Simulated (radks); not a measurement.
The numbers below are computed, except where a source is named.
Spherical quantum dot in the effective-mass picture: electrons in a parabolic well V = omega^2 r^2 / 2 with omega = 0.221, all in effective atomic units (hartree* = m*/eps^2 hartree, bohr* = eps/m* bohr), one dielectric constant everywhere. Level of theory: non-relativistic Kohn-Sham, PBEsol, spin-polarised, spherical densities (a radial shooting solver with Libxc functionals). Levels are named by radial order and angular momentum (1s, 1p, 1d, 2s, ...), and open shells are averaged over m.

N = 5, configuration 1s2 1p(up 3, down 0). This is the lowest configuration that the search found. Occupied levels:

level,occupation,eigenvalue (hartree*),<r> (bohr*)
1s up,1,1.4114,3.304
1s down,1,1.4569,3.159
1p up,3,1.5301,3.973

Energy (hartree*): total 4.69646, kinetic 0.75323, external 1.8393, Hartree 3.0455, exchange-correlation -0.94159.
